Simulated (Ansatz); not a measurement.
Breaking the Sn1–H3 bond in GeH6Sn (SMILES [GeH3][SnH3]) (multiplicity 1 held, fragments rigid). Energies count from the point at 1.712 Å.
Geometry at that point (charge 0, multiplicity 1):
```xyz
8

Sn    -1.03220     0.10221    -0.01717
Ge     1.56838    -0.15530     0.02609
H     -1.72156    -0.94615    -1.18259
H     -1.47140     1.70969    -0.41159
H     -1.70034    -0.27900     1.51277
H      1.96142    -1.60074     0.38077
H      2.18639     0.78769     1.07413
H      2.16730     0.18772    -1.34984
```

R- and RO- levels are restricted; in cc, def2 and unpolarised 6-31G sets they are followed outwards from rest. Unrestricted levels (U-) break spin symmetry where that is lower. Levels need not reach the same state.

Cores are frozen in the correlated methods. Filled d and f shells under p-block atoms count as core.

The values were computed with Ansatz (Gaussian basis) for Hartree–Fock, density functionals and correlated methods. Values without a source in brackets are computed. In def2 rows elements past Kr take small-core potentials, without spin–orbit coupling.

Energies in kJ/mol.

| R (Å) | R-wB97X-V/def2-TZVPP | R-MP2/def2-TZVPP | R-SCS-MP2/def2-TZVPP | U-SCS-MP2/def2-TZVPP |
|---|---|---|---|---|
| 1.370 | 124 | 134 | 135 | 135 |
| 1.541 | 22 | 26 | 26 | 26 |
| 1.712 | 0 | 0 | 0 | 0 |
| 1.884 | 18 | 16 | 16 | 16 |
| 2.055 | 56 | 53 | 52 | 52 |
| 2.312 | 126 | 123 | 121 | 121 |
| 2.569 | 199 | 194 | 191 | 222 |
| 2.997 | 307 | 297 | 291 | 289 |
| 3.425 | 393 | 373 | 364 | 310 |
| 3.939 | 472 | 430 | 417 | 317 |
| 4.624 | 544 | 460 | 438 | 320 |
| 5.480 | 600 | 443 | 408 | 320 |

Doubts at one or more of the structures used: a restricted determinant that unrestricted orbitals would lower (R-wB97X-V/def2-TZVPP, R-MP2/def2-TZVPP, R-SCS-MP2/def2-TZVPP); a spin-contaminated determinant (U-SCS-MP2/def2-TZVPP).

Ansatz is a quantum-chemistry and plane-wave program.
